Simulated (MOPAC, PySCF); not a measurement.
C$_{2}$H$_{2}$Si, SMILES `C#C[SiH]` (lower singlet), neutral singlet in the gas phase. This singlet lies 1.05 eV below the relaxed triplet at the level B3LYP/cc-pVTZ // PBE0-D3(BJ)/def2-TZVP (Ansatz).

Cartesian coordinates (Å):
```xyz
5

C      1.2489     0.2453    -0.1825
C      0.1611    -0.1479     0.1868
Si    -1.3614    -0.9459     0.8123
H      2.1964     0.6066    -0.5125
H     -2.2449     0.2419     0.4487
```
Charge 0, spin multiplicity 1.

All levels are single points at this geometry (PBE0-D3(BJ)/def2-TZVP); Pople sets use spherical d functions. Orbital energies aren't observables, and empty levels follow the basis.

HF/3-21G in PySCF gives HOMO (eV) = -8.92.

Question: Estimate the HOMO (eV) from each of these levels: PBE-D3(BJ)/def2-TZVP in PySCF; PBE0-D3(BJ)/def2-TZVP in PySCF; B3LYP/6-31G* in PySCF; B3LYP/LANL2DZ in PySCF; M06-2X/6-31G* in PySCF; HF/6-31G* in PySCF; PM3 in MOPAC; PM7 in MOPAC.

Answer: 
```
level                           HOMO (eV)
------------------------------  ---------
PBE-D3(BJ)/def2-TZVP in PySCF       -5.69
PBE0-D3(BJ)/def2-TZVP in PySCF      -6.73
B3LYP/6-31G* in PySCF               -6.35
B3LYP/LANL2DZ in PySCF              -6.43
M06-2X/6-31G* in PySCF              -7.56
HF/6-31G* in PySCF                  -8.94
PM3 in MOPAC                        -8.20
PM7 in MOPAC                        -9.30
```
